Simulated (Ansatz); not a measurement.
Basis sets compared for the cluster Rb₃⁺ (the lowest singlet isomer of a short search). The state is a singlet with charge 1. Geometry B3LYP/def2-TZVP. Ansatz on 4 threads of Arm Neoverse V2 on a shared host; times are rough, and most runs start from earlier orbitals.

```xyz
3

Rb   -1.633    0.187   -2.188
Rb    1.260   -2.362    0.569
Rb    0.373    2.175    1.619
```

In the def2 sets Rb takes a core potential; there is no spin–orbit coupling. The structure comes from a short search, and lower isomers may exist.

| level | functions | energy (Eh) | HOMO (eV) | LUMO (eV) | wall time |
| --- | --- | --- | --- | --- | --- |
| PBE/def2-SVP | 72 | -72.1523 | -5.76 | -4.56 | 0.7 s |
| PBE0/def2-SVP | 72 | -72.1505 | -6.09 | -4.06 | 0.75 s |

Question: Estimate the rows for PBE/def2-TZVP, PBE0/def2-TZVP.

Answer: 
```json
{"level": "PBE/def2-TZVP", "functions": "99", "energy (Eh)": "-72.1544", "HOMO (eV)": "-5.73", "LUMO (eV)": "-4.54", "wall time": "1 s"}
{"level": "PBE0/def2-TZVP", "functions": "99", "energy (Eh)": "-72.1524", "HOMO (eV)": "-6.05", "LUMO (eV)": "-4.04", "wall time": "1.4 s"}
```
